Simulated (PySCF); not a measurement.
Ge(OH)3(nPr), C3H10GeO3, SMILES CC[CH2][Ge]([OH])([OH])[OH], GFN2-xTB optimised geometry.

```
17

C     -1.77    -2.96    -2.60
C     -1.13    -2.22    -1.43
C     -1.36    -0.72    -1.53
Ge    -0.59     0.30     0.00
O     -1.07    -0.35     1.56
O      1.16     0.30     0.00
O     -1.09     1.98     0.00
H     -2.85    -2.78    -2.62
H     -1.60    -4.03    -2.52
H     -1.36    -2.61    -3.54
H     -0.06    -2.42    -1.42
H     -1.55    -2.59    -0.49
H     -2.43    -0.50    -1.57
H     -0.92    -0.33    -2.45
H     -1.83     0.08     1.95
H      1.55    -0.31     0.62
H     -0.45     2.59    -0.36
```

Density from PySCF with PBE0/def2-SVP at that geometry.

Minimum of the electron density along straight lines between bonded atoms, close to the bond critical point (lines longer than 1.1 times the sum of covalent radii, or with two minima, are not listed):

```tsv
bond	length / Å	ρ at the minimum / e bohr⁻³	∇²ρ there / e bohr⁻⁵	position (fraction from the first atom)
C1–C2	1.524	0.244	-0.56	0.50
C2–C3	1.522	0.243	-0.54	0.49
C3–Ge4	1.995	0.125	-0.01	0.53
Ge4–O5	1.753	0.146	0.74	0.47
Ge4–O6	1.752	0.146	0.74	0.47
Ge4–O7	1.755	0.145	0.73	0.47
C1–H8	1.088	0.276	-1.01	0.62
C1–H9	1.087	0.276	-1.01	0.62
C1–H10	1.088	0.276	-1.01	0.62
C2–H11	1.092	0.276	-1.00	0.62
C2–H12	1.092	0.277	-1.01	0.62
C3–H13	1.090	0.274	-0.98	0.62
C3–H14	1.089	0.274	-0.98	0.62
O5–H15	0.955	0.356	-2.43	0.82
O6–H16	0.955	0.356	-2.42	0.82
O7–H17	0.955	0.356	-2.42	0.82
```
